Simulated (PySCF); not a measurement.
Species: C6H6Cl2F (doublet state).
Z-matrix (Å and degrees, GFN2-xTB geometry), rows numbered from 1:
```
C 
C   1  1.5327
C   2  1.5453  1  112.60
C   3  1.4976  2  104.48  1   116.46
Cl  4  1.6924  3  122.99  2  -177.41
C   4  1.3894  3  110.96  2     2.75
Cl  6  1.7151  4  124.82  3   179.23
C   6  1.3754  4  109.11  3    -0.55
F   8  1.3371  2  121.30  1    61.48
H   1  1.0870  2  110.25  3  -176.51
H   1  1.0869  2  110.10  3    63.53
H   1  1.0871  2  110.07  3   -56.74
H   2  1.0954  1  108.22  3  -123.66
H   3  1.0928  2  111.93  1  -123.48
H   3  1.0925  2  111.41  1    -3.61
```

The species is `C[C@H]1C[C](Cl)C(Cl)=C1F` [radical].

Method used: PySCF, UKS B3LYP, pcH-1 on C Cl F H, non-relativistic, mean-field spin-orbit, GIAO. Geometry: GFN2-xTB; no solvent, vibrations or thermal averaging. The geometry wasn't refined by DFT: couplings that depend on bond lengths, twists or pyramidal angles can differ widely from those at the functional's own minimum. No stability test was run, so a lower SCF solution isn't excluded. ⟨S²⟩ is 0.775 where a pure state has 0.75.

Question: The isotropic 13C couplings are +70.2, +60.7, -55.0, +38.6, -20.0, -17.4 MHz. Assign them to C1; C2; C3; C4; C6; C8.

Answer: 
```csv
site,a_iso (MHz),ρ(0) (bohr⁻³),position,distance from C4 (Å),spin population,largest |T| (MHz)
C1,+38.6,+0.0344,2 bonds from C8,3.50,+0.02,4.9
C2,-17.4,-0.0155,1 bond from C8,2.41,-0.04,0.8
C3,-20.0,-0.0178,1 bond from C4,1.50,-0.05,0.6
C4,+70.2,+0.0621,largest spin population,0.00,+0.59,111.1
C6,-55.0,-0.0489,1 bond from C8,1.39,-0.21,28.2
C8,+60.7,+0.0540,a main spin site,2.25,+0.53,102.0
```

Question: Match the computed a_iso(35Cl) values +3.4, -1.5 MHz with the sites Cl5; Cl7.

Answer: 
```
site  a_iso (MHz)  ρ(0) (bohr⁻³)         position  distance from C4 (Å)  bound to  spin population there  largest |T| (MHz)
 Cl5         +3.4        +0.0081   1 bond from C4                  1.69        C4                  +0.59               32.7
 Cl7         -1.5        -0.0036  2 bonds from C4                  2.76        C6                  -0.21                7.1
```

Question: Match the computed a_iso(1H) values +67.4, +56.4, +50.7, -0.7 MHz (means over equivalent nuclei) with the sites H10/H11/H12; H13; H14; H15.

Answer: 
```json
{"site": "H10/H11/H12", "a_iso (MHz)": "-0.7", "ρ(0) (bohr⁻³)": "-0.0002", "position": "3 bonds from C8", "distance from C4 (Å)": "3.93", "bound to": "C1", "spin population there": "+0.02", "largest |T| (MHz)": "3.9"}
{"site": "H13", "a_iso (MHz)": "+50.7", "ρ(0) (bohr⁻³)": "+0.0113", "position": "2 bonds from C8", "distance from C4 (Å)": "3.17", "bound to": "C2", "spin population there": "-0.04", "largest |T| (MHz)": "5.3"}
{"site": "H14", "a_iso (MHz)": "+67.4", "ρ(0) (bohr⁻³)": "+0.0151", "position": "2 bonds from C4", "distance from C4 (Å)": "2.15", "bound to": "C3", "spin population there": "-0.05", "largest |T| (MHz)": "5.7"}
{"site": "H15", "a_iso (MHz)": "+56.4", "ρ(0) (bohr⁻³)": "+0.0126", "position": "2 bonds from C4", "distance from C4 (Å)": "2.15", "bound to": "C3", "spin population there": "-0.05", "largest |T| (MHz)": "5.6"}
```

ρ(0) is the spin density at the nucleus and T the dipolar tensor; a_iso includes a spin–orbit part; entries for several nuclei are means. Largest spin populations (Mulliken): C4 (+0.59), C8 (+0.53) and C6 (-0.21). The positive populations add up to 1.31 and the negative ones to -0.31, together 2S = 1. The angles at C4 add up to 360.0°, so it is planar. Main spin sites, with 60 % or more of the largest population: C4, C8; positions count bonds from the nearest.

β density exceeds α density at some nuclei, such as C6 (-0.0489), C3 (-0.0178) and C2 (-0.0155), spin density in bohr⁻³. In a single determinant that takes different orbitals for the two spins, that is spin polarisation.

Means are taken over nuclei equivalent by connectivity, which assumes that they swap fast.

C4, the radical centre as drawn in `C[C@H]1C[C](Cl)C(Cl)=C1F`, holds a spin population of +0.59 out of 1.
